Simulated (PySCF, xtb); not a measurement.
CF3, SMILES F[C](F)F, multiplicity 2.

Harmonic wavenumbers (cm⁻¹) from xtb 6.7.1 with GFN2-xTB at its own minimum, in rising order: 436, 436, 532, 1014, 1207, 1207.

Question: What does r2SCAN-D4/def2-TZVP run with PySCF give at its own minimum? (An estimate is asked for; the answer gives what the named calculation found.)

Answer: 504, 504, 698, 1083, 1235, 1235. Paired by order, the mean absolute difference is 71 cm⁻¹ and the zero-point energies are 6.9 and 7.5 kcal/mol.
